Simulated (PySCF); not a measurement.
**Nuclear quadrupole coupling in `C=C(C#N)C(=O)[SiH3]`**

Compound: C4H5NOSi.
Structure used (GFN2-xTB), in Å, numbered top down from 1:
```
atom  x, y, z in Å
C1    -1.4294   -0.3728    1.6351
C2    -0.5732    0.0979    0.7224
C3    -0.2193    1.4655    0.6730
N4     0.0680    2.5750    0.6341
C5     0.0495   -0.8169   -0.2946
O6    -0.2280   -1.9961   -0.2912
Si7    1.2786   -0.0709   -1.5767
H8    -1.8935    0.2542    2.3779
H9    -1.6725   -1.4238    1.6367
H10    0.5351    0.9450   -2.3186
H11    2.3708    0.5198   -0.8064
H12    1.7151   -1.1775   -2.4177
```

Field gradients from the PBE0/pcSseg-1 density (PySCF, non-relativistic), principal values in atomic units, ordered |Vxx| ≤ |Vyy| ≤ |Vzz|:

| atom | Vxx | Vyy | Vzz |
| --- | --- | --- | --- |
| N4 | 0.4511 | 0.5425 | -0.9936 |
| O6 | 0.4620 | 1.5654 | -2.0273 |

Question: Find the asymmetry η = (Vxx − Vyy)/Vzz and the couplings χ = eQV/h (234.96 MHz × Q in barn × V in au), with Q(14N) = 0.02044 b, Q(17O) = −0.0256 b.

Answer: 
| atom | environment | nucleus | η | χzz (MHz) | χxx (MHz) | χyy (MHz) |
| --- | --- | --- | --- | --- | --- | --- |
| N4 | nitrile nitrogen | 14N | 0.09 | -4.772 | 2.166 | 2.606 |
| O6 | carbonyl oxygen | 17O | 0.54 | 12.19 | -2.78 | -9.42 |

The tensor is traceless: Vxx + Vyy + Vzz = 0.

Question: What is Vzz at O6 in SI units (1 au = 9.71736 × 10²¹ V/m²)?

Answer: -2.0273 au = -19.700 × 10²¹ V/m².

Question: What couplings would deuterons (Q(2H) = 0.00286 b) have in place of the hydrogens, at this geometry?

Answer: 
```
atom  bonded to  bond length (Å)  Vzz (au)     η  χzz (kHz)
  H8         C1            1.077    0.3274  0.01        220
  H9         C1            1.079    0.3209  0.00        216
 H10        Si7            1.461    0.1625  0.03        109
 H11        Si7            1.461    0.1624  0.03        109
 H12        Si7            1.457    0.1654  0.00        111
```

The structure is a single GFN2-xTB conformer in the gas phase; no vibrational or solvent corrections. GFN2-xTB bond lengths can be off by several hundredths of an ångström, more for odd bonds, and the gradients follow them. With so small a basis the couplings can be 20 % off.
